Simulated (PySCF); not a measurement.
Sc(F)3 cation (F3Sc), SMILES [F][Sc]([F])[F] (connectivity only; charge and spin as stated), charge +1, multiplicity 2. Geometry: B3LYP-D3(BJ)/def2-SVP. The spin state was assumed, not searched. The isomer is the one that the SMILES or the coordinates give; other isomers of the formula were not compared.

Calculation: B3LYP-D3(BJ)/def2-SVP (PySCF).

Harmonic wavenumbers (cm⁻¹): 116, 140, 332, 335, 648, 846. Rotational constants (GHz): 9.030, 3.837, 3.299; symmetry number 1.

Problem. Work out the zero-point energy and the ideal-gas rigid-rotor harmonic-oscillator thermochemistry at 298.15 K and 1 atm.

Solution. ZPE = ½ Σ hcν = ½ × 2417 cm⁻¹ = 3.45 kcal/mol. H − E(el) = 7.29 kcal/mol. Entropy in cal/(mol K): translation 39.78, rotation 25.44, vibration 9.01, spin 1.38, total 75.61. G − E(el) = -15.26 kcal/mol. Cp = 16.53 cal/(mol K). Modes under 150 cm⁻¹ make the vibrational entropy uncertain.
